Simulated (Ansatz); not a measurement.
```xyz
10

C    -1.846    0.987    2.333
N    -1.124    0.677    1.368
Al   -0.127    0.200    0.050
O     0.473    0.758   -1.468
C     0.981   -0.545   -1.222
C     1.782   -1.251   -1.998
H    -1.451    1.505    3.220
H    -2.923    0.765    2.358
H     2.100   -2.240   -1.695
H     2.134   -0.856   -2.947
```

The species carries charge 0 and has multiplicity 1.

(1) List the CAM-B3LYP/def2-TZVPP orbital energies in eV (Ansatz). (An estimate is asked.)

Results:

(1) Ansatz gave: Occupied: -1526.85, -521.90, -391.89, -281.33, -279.58, -277.80, -114.92, -75.62, -75.52, -75.46, -29.10, -27.27, -21.64, -19.47, -16.09, -15.75, -15.38, -13.85, -13.39, -12.16, -11.91, -11.43, -8.95, -8.26, -7.53. Lowest empty: -0.83, 0.14, 0.66, 2.09, 2.18, 2.45, 3.33, 3.70.
